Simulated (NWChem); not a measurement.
System: C$_{2}$H$_{6}$N anion

Parts of the log:

```
             Northwest Computational Chemistry Package (NWChem) 7.3.0
             --------------------------------------------------------

                             Geometry "geometry" -> ""
                             -------------------------

 Output coordinates in angstroms (scale by  1.889725989 to convert to a.u.)

  No.       Tag          Charge          X              Y              Z
 ---- ---------------- ---------- -------------- -------------- --------------
    1 C                    6.0000     1.15232200     0.00000000     0.15516000
    2 N                    7.0000     0.00000000     0.00000000    -0.64904400
    3 C                    6.0000    -1.15232200     0.00000000     0.15516000
    4 H                    1.0000     1.24646500    -0.89217900     0.86700400
    5 H                    1.0000     1.24646500     0.89217900     0.86700400
    6 H                    1.0000     2.08173800     0.00000000    -0.45041000
    7 H                    1.0000    -1.24646500    -0.89217900     0.86700400
    8 H                    1.0000    -2.08173800     0.00000000    -0.45041000
    9 H                    1.0000    -1.24646500     0.89217900     0.86700400

 Effective nuclear repulsion energy (a.u.)      77.0811806811

                                 NWChem DFT Module
                                 -----------------

 Summary of "ao basis" -> "ao basis" (spherical)
 ------------------------------------------------------------------------------
       Tag                 Description            Shells   Functions and Types
 ---------------- ------------------------------  ------  ---------------------
 C                          6-31+g*                  8       18   4s3p1d
 N                          6-31+g*                  8       18   4s3p1d
 H                          6-31+g*                  2        2   2s

 in cosmo_initialize ...
 calling solv_data for solv:ether

 solvent parameters
 solvname_short: ether
 solvname_long:  diethyl ether
 dielec:        4.2400
 dielecinf:     1.8295
 nonaqueous SMD model solvent descriptors
 dielec:        4.2400
 sola:          0.0000
 solb:          0.4100
 solc:          0.0000
 solg:         23.9600
 solh:          0.0000
 soln:          1.3526

          ---------------
          -cosmo- solvent
          ---------------
 Cosmo: York-Karplus, doi: 10.1021/jp992097l
 dielectric constant -eps-     =   4.24
 screen = (eps-1)/(eps    )    =   0.76415
 surface charge correction     = lagrangian

   van der Waals surface
 --------------------------

 ---------- ATOMIC COORDINATES (A.U.) ------------ VDWR(ANG.) --
     1    2.17757283    0.00000000    0.29320988     1.850
     2    0.00000000    0.00000000   -1.22651531     1.890
     3   -2.17757283    0.00000000    0.29320988     1.850
     4    2.35547730   -1.68597384    1.63839999     1.200
     5    2.35547730    1.68597384    1.63839999     1.200
     6    3.93391440    0.00000000   -0.85115148     1.200
     7   -2.35547730   -1.68597384    1.63839999     1.200
     8   -3.93391440    0.00000000   -0.85115148     1.200
     9   -2.35547730    1.68597384    1.63839999     1.200
 number of segments per atom =        128
 number of   points per atom =        128
 atom (   nspa,  nppa )
 ----------------------
    1 (     56,     0 )       0
    2 (     64,     0 )       0
    3 (     56,     0 )       0
    4 (     60,     0 )       0
    5 (     60,     0 )       0
    6 (     56,     0 )       0
    7 (     60,     0 )       0
    8 (     56,     0 )       0
    9 (     60,     0 )       0
 number of -cosmo- surface points =      528
 molecular surface =     89.412 angstrom**2
 molecular volume  =     65.729 angstrom**3
 -lineq- algorithm             =   0
 -bem- low  level              =   3
 -bem- from -octahedral-
 gaussian surface charge width =   4.50000
 degree of switching           =   1.00000
 switching function tolerance  =   0.00010
 atomic radii =
 --------------
    1  6.000  1.850
    2  7.000  1.890
    3  6.000  1.850
    4  1.000  1.200
    5  1.000  1.200
    6  1.000  1.200
    7  1.000  1.200
    8  1.000  1.200
    9  1.000  1.200
 ...... end of -cosmo- initialization ......

 nat:                     9
 ixmem:                  4523
 calling mnsol_interface()
 G(SMD-CDS) energy (kcal/mol)  =    -0.261
 SMD-CDS SASA (angstrom**2)    =   111.876

            General Information
            -------------------
          SCF calculation type: DFT
          Wavefunction type:  closed shell.
          No. of atoms     :     9
          No. of electrons :    26
           Alpha electrons :    13
            Beta electrons :    13
          Charge           :    -1
          Spin multiplicity:     1
          Use of symmetry is: off; symmetry adaption is: off
          Maximum number of iterations: 150
          AO basis - number of functions:    66
                     number of shells:    36
          Convergence on energy requested:  1.00D-06
          Convergence on density requested:  1.00D-05
          Convergence on gradient requested:  5.00D-04

              XC Information
              --------------
                       M06-2X Method XC Functional
                     Hartree-Fock (Exact) Exchange  0.540
                        M06-2X Exchange Functional  1.000
                      M06-2X Correlation Potential  1.000

             Grid Information
             ----------------
          Grid used for XC integration:  medium
          Radial quadrature: Mura-Knowles
          Angular quadrature: Lebedev.
          Tag              B.-S. Rad. Rad. Pts. Rad. Cut. Ang. Pts.
          ---              ---------- --------- --------- ---------
          C                   0.70       49          11.0       434
          N                   0.65       49          10.0       434
          H                   0.35       45          11.0       434
          Grid pruning is: on
          Number of quadrature shells:   417
          Spatial weights used:  Erf1

      Superposition of Atomic Density Guess
      -------------------------------------

 Sum of atomic energies:        -132.61202058

 Renormalizing density from      25.00 to     26

      Non-variational initial energy
      ------------------------------

 Total energy =    -137.794329
 1-e energy   =    -342.983336
 2-e energy   =     128.107826
 HOMO         =       0.131931
 LUMO         =       0.234515

   convergence    iter        energy       DeltaE   RMS-Dens  Diis-err
 ---------------- ----- ----------------- --------- --------- ---------
     COSMO gas phase
 d= 0,ls=0.0,diis     1   -134.3278988982 -2.11D+02  1.96D-02  8.53D-01
 d= 0,ls=0.0,diis     2   -134.3472891642 -1.94D-02  1.29D-02  7.68D-01
 d= 0,ls=0.0,diis     3   -134.4427155858 -9.54D-02  4.71D-03  1.65D-02
 d= 0,ls=0.0,diis     4   -134.4443633552 -1.65D-03  1.08D-03  8.68D-03
 d= 0,ls=0.0,diis     5   -134.4453133720 -9.50D-04  5.41D-04  9.00D-05
  Resetting Diis
 d= 0,ls=0.0,diis     6   -134.4453362935 -2.29D-05  8.83D-05  2.81D-06
 d= 0,ls=0.0,diis     7   -134.4453376208 -1.33D-06  2.05D-05  1.77D-07
 d= 0,ls=0.0,diis     8   -134.4453377150 -9.41D-08  5.20D-06  2.93D-08

   convergence    iter        energy       DeltaE   RMS-Dens  Diis-err
 ---------------- ----- ----------------- --------- --------- ---------
     COSMO solvation phase
 d= 0,ls=0.0,diis     1   -134.5289013991 -8.36D-02  7.15D-03  7.55D-03
 d= 0,ls=0.0,diis     2   -134.5305438864 -1.64D-03  1.35D-03  6.14D-03
 d= 0,ls=0.0,diis     3   -134.5315185704 -9.75D-04  1.10D-03  5.69D-04
 d= 0,ls=0.0,diis     4   -134.5315888790 -7.03D-05  2.83D-04  4.49D-05
 d= 0,ls=0.0,diis     5   -134.5315872294  1.65D-06  1.42D-04  1.74D-05
 d= 0,ls=0.0,diis     6   -134.5315894182 -2.19D-06  2.71D-05  5.38D-07
 d= 0,ls=0.0,diis     7   -134.5315886812  7.37D-07  6.24D-06  8.42D-09

         Total DFT energy =     -134.531588681178
      One electron energy =     -343.330606868647
           Coulomb energy =      147.554619665674
    Exchange-Corr. energy =      -20.089896492061
 Nuclear repulsion energy =       77.081180681135

             COSMO energy =        4.253114332720

 Numeric. integr. density =       26.000022379546

                                COSMO-SMD solvation results
                                ---------------------------

             internal energy in gas <Psi(g)|H|Psi(g)> =      -134.445337714970
         internal energy in solvent <Psi(s)|H|Psi(s)> =      -134.441296114762
                               delta internal energy  =         0.004041600208 (    2.54 kcal/mol)
   total free energy in solvent <Psi(s)|H+V/2|Psi(s)> =      -134.531173448784
 polarization energy contribution <Psi(s)|V/2|Psi(s)> =        -0.089877334023 (  -56.40 kcal/mol)
    total free energy in solvent including G(SMD-CDS) =      -134.531588681178
                       G(SMD-CDS) energy contribution =        -0.000415232394 (   -0.26 kcal/mol)
     1 M fixed-concentration free energy of solvation =        -0.086250966208 (  -54.12 kcal/mol)

                       DFT Final Molecular Orbital Analysis
                       ------------------------------------

 Vector   11  Occ=2.000000D+00  E=-3.448738D-01
              MO Center=  1.9D-09, -1.7D-09, -1.2D-01, r^2= 3.2D+00
   Bfn.  Coefficient  Atom+Function         Bfn.  Coefficient  Atom+Function
  ----- ------------  ---------------      ----- ------------  ---------------
     3      0.309679  1 C  px                39      0.309679  3 C  px
    21     -0.251059  2 N  px                59      0.205205  6 H  s
    63     -0.205205  8 H  s                 60      0.195923  6 H  s
    64     -0.195923  8 H  s                  7      0.164823  1 C  px
    43      0.164823  3 C  px                25     -0.118706  2 N  px

 Vector   12  Occ=2.000000D+00  E=-2.267581D-01
              MO Center= -1.7D-09,  8.2D-11, -6.0D-01, r^2= 2.1D+00
   Bfn.  Coefficient  Atom+Function         Bfn.  Coefficient  Atom+Function
  ----- ------------  ---------------      ----- ------------  ---------------
    23      0.457860  2 N  pz                24     -0.330121  2 N  s
    27      0.303092  2 N  pz                28     -0.200162  2 N  s
     5     -0.157779  1 C  pz                41     -0.157779  3 C  pz
    31      0.149326  2 N  pz                20     -0.140401  2 N  s
    60      0.138786  6 H  s                 64      0.138786  8 H  s

 Vector   13  Occ=2.000000D+00  E=-1.516718D-01
              MO Center= -1.0D-09,  4.3D-10, -2.4D-01, r^2= 2.4D+00
   Bfn.  Coefficient  Atom+Function         Bfn.  Coefficient  Atom+Function
  ----- ------------  ---------------      ----- ------------  ---------------
    22      0.516583  2 N  py                26      0.413923  2 N  py
    30      0.338153  2 N  py                56      0.241689  4 H  s
    58     -0.241689  5 H  s                 62      0.241689  7 H  s
    66     -0.241689  9 H  s                 12     -0.120203  1 C  py
    48     -0.120203  3 C  py                55      0.114713  4 H  s

 Vector   14  Occ=0.000000D+00  E= 6.796134D-02
              MO Center= -3.1D-07, -1.1D-07, -3.1D-02, r^2= 1.2D+01
   Bfn.  Coefficient  Atom+Function         Bfn.  Coefficient  Atom+Function
  ----- ------------  ---------------      ----- ------------  ---------------
    28      2.788817  2 N  s                 10     -1.886671  1 C  s
    46     -1.886670  3 C  s                 31      0.389591  2 N  pz
    13      0.258745  1 C  pz                49      0.258745  3 C  pz
     7      0.202124  1 C  px                43     -0.202124  3 C  px
    24      0.143400  2 N  s                 60      0.132519  6 H  s

 Vector   15  Occ=0.000000D+00  E= 7.813269D-02
              MO Center=  4.4D-07, -2.1D-08,  3.8D-01, r^2= 1.6D+01
   Bfn.  Coefficient  Atom+Function         Bfn.  Coefficient  Atom+Function
  ----- ------------  ---------------      ----- ------------  ---------------
    10      2.160216  1 C  s                 46     -2.160216  3 C  s
    11     -1.897575  1 C  px                47     -1.897575  3 C  px
    60      0.267124  6 H  s                 64     -0.267124  8 H  s
    29     -0.114478  2 N  px                 9      0.100355  1 C  pz
    45     -0.100355  3 C  pz                13     -0.088498  1 C  pz

 Vector   16  Occ=0.000000D+00  E= 8.234956D-02
              MO Center= -4.7D-07, -5.8D-08,  3.4D-01, r^2= 1.3D+01
   Bfn.  Coefficient  Atom+Function         Bfn.  Coefficient  Atom+Function
  ----- ------------  ---------------      ----- ------------  ---------------
    28      3.081415  2 N  s                 13      1.078768  1 C  pz
    49      1.078768  3 C  pz                10     -1.021933  1 C  s
    46     -1.021934  3 C  s                 11      0.773023  1 C  px
    47     -0.773024  3 C  px                 6     -0.214290  1 C  s
    42     -0.214290  3 C  s                  7      0.096099  1 C  px

     Multipole analysis of the density
     ---------------------------------

     L   x y z        total         alpha         beta         nuclear
     -   - - -        -----         -----         ----         -------
     0   0 0 0     -1.000000    -13.000000    -13.000000     25.000000

     1   1 0 0     -0.000000     -0.000000     -0.000000      0.000000
     1   0 1 0     -0.000000     -0.000000     -0.000000      0.000000
     1   0 0 1      1.127387      0.671589      0.671589     -0.215792

     2   2 0 0    -19.479577    -64.762958    -64.762958    110.046340
     2   1 1 0      0.000000      0.000000      0.000000      0.000000
     2   1 0 1     -0.000000     -0.000000     -0.000000      0.000000
     2   0 2 0    -20.360051    -15.865041    -15.865041     11.370031
     2   0 1 1     -0.000000     -0.000000     -0.000000      0.000000
     2   0 0 2    -23.009218    -23.378799    -23.378799     23.748379
```

Level: M06-2X/6-31+G* (spherical d), SMD on the gas-phase geometry. Structure relaxed at the B3LYP/def2-SVPD level. The gas-phase anion has a positive highest level at the geometry level, so the gas reference is doubtful. Solvent: diethyl ether.

Q: Write an input that gives this output.

A: Several could match; the one computed here: the input that was run:
```
start job
memory heap 200 mb stack 900 mb global 1100 mb
charge -1
geometry units angstroms noautosym nocenter noautoz
  C      1.152322     0.000000     0.155160
  N      0.000000     0.000000    -0.649044
  C     -1.152322     0.000000     0.155160
  H      1.246465    -0.892179     0.867004
  H      1.246465     0.892179     0.867004
  H      2.081738     0.000000    -0.450410
  H     -1.246465    -0.892179     0.867004
  H     -2.081738     0.000000    -0.450410
  H     -1.246465     0.892179     0.867004
end
basis spherical
  * library 6-31+g*
end
dft
  xc m06-2x
  iterations 150
end
cosmo
  do_cosmo_smd true
  solvent ether
end
task dft energy
```
